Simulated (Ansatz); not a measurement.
Two members of one family (Series GeH2X2), computed with Ansatz in the gas phase. The two geometries come from different levels. Binding counts from free atoms in the multiplicity of their measured ground term, without zero-point energy. A dash marks a value that wasn't run or was left out as unsound. The structures are stationary points that may keep the symmetry of their start. Remarks come from the PBE and PBE0 runs and from stability tests at other levels; not every state was tested. HOMO above LUMO (over both spins in singlets and doublets, within one spin in higher multiplets; at PBE or PBE0), or a gap under 0.15 eV within one spin, warns that the state may not be the lowest or that an electron is smeared out.

First: Ge(vinyl)2H2 (singlet, charge 0, PBE-D4/def2-SVP geometry).

```xyz
13

Ge    0.2503   -0.5616    0.5278
C    -1.4681   -0.5958   -0.4054
C    -1.8359   -1.5846   -1.2411
H    -2.1557    0.2552   -0.2420
H    -1.1832   -2.4529   -1.4376
H    -2.8060   -1.5759   -1.7683
C     1.2784    1.0181    0.0087
C     1.6665    1.9671    0.8814
H     1.5322    1.1353   -1.0604
H     1.4342    1.8968    1.9589
H     2.2350    2.8584    0.5634
H     1.0070   -1.8664    0.1472
H     0.0451   -0.4937    2.0675
```

```json
{"level": "PBE-D4/def2-SVP", "HOMO (eV)": "-6.51", "LUMO (eV)": "-1.38", "gap (eV)": "5.13", "vertical triplet (eV)": "–", "binding per atom (eV)": "4.06"}
{"level": "r2SCAN-D4/def2-TZVP", "HOMO (eV)": "-6.81", "LUMO (eV)": "-1.36", "gap (eV)": "5.45", "vertical triplet (eV)": "3.92", "binding per atom (eV)": "3.97"}
{"level": "B3LYP-D4/6-31G", "HOMO (eV)": "-7.24", "LUMO (eV)": "-0.26", "gap (eV)": "6.97", "vertical triplet (eV)": "–", "binding per atom (eV)": "3.91"}
{"level": "PBE0-D4/def2-SVP", "HOMO (eV)": "-7.66", "LUMO (eV)": "-0.39", "gap (eV)": "7.27", "vertical triplet (eV)": "–", "binding per atom (eV)": "4.01"}
{"level": "PBE0-D4/def2-TZVP", "HOMO (eV)": "-7.71", "LUMO (eV)": "-0.57", "gap (eV)": "7.13", "vertical triplet (eV)": "4.06", "binding per atom (eV)": "3.97"}
```

Second: Ge(OAc)2H2 (singlet, charge 0, r2SCAN-D4/def2-SVP geometry).

```xyz
17

Ge    0.408   -0.663    0.427
O    -0.663    0.750    0.967
C    -0.786    0.669    2.287
C    -1.633    1.743    2.900
O    -0.236   -0.231    2.907
H    -1.663    1.626    3.988
H    -2.650    1.687    2.483
H    -1.230    2.731    2.629
O     0.294   -0.154   -1.352
C     1.006   -1.025   -2.057
C     1.027   -0.759   -3.532
O     1.580   -1.951   -1.502
H     1.617   -1.526   -4.047
H     1.456    0.239   -3.718
H    -0.002   -0.741   -3.919
H    -0.350   -1.964    0.621
H     1.825   -0.431    0.920
```

Problem. What does the change do? Estimate second minus first.

Solution. 
```json
{"level": "PBE-D4/def2-SVP", "Δ HOMO (eV)": "0.13", "Δ LUMO (eV)": "0.35", "Δ gap (eV)": "0.22", "Δ vertical triplet (eV)": "–", "Δ binding per atom (eV)": "0.45"}
{"level": "r2SCAN-D4/def2-TZVP", "Δ HOMO (eV)": "-0.08", "Δ LUMO (eV)": "0.45", "Δ gap (eV)": "0.53", "Δ vertical triplet (eV)": "1.38", "Δ binding per atom (eV)": "0.38"}
{"level": "B3LYP-D4/6-31G", "Δ HOMO (eV)": "-0.62", "Δ LUMO (eV)": "-0.07", "Δ gap (eV)": "0.55", "Δ vertical triplet (eV)": "–", "Δ binding per atom (eV)": "0.18"}
{"level": "PBE0-D4/def2-SVP", "Δ HOMO (eV)": "-0.45", "Δ LUMO (eV)": "0.43", "Δ gap (eV)": "0.88", "Δ vertical triplet (eV)": "–", "Δ binding per atom (eV)": "0.37"}
{"level": "PBE0-D4/def2-TZVP", "Δ HOMO (eV)": "-0.49", "Δ LUMO (eV)": "0.52", "Δ gap (eV)": "1.01", "Δ vertical triplet (eV)": "1.33", "Δ binding per atom (eV)": "0.36"}
```

Remarks: gap within one spin near zero at PBE or PBE0 (triplet).
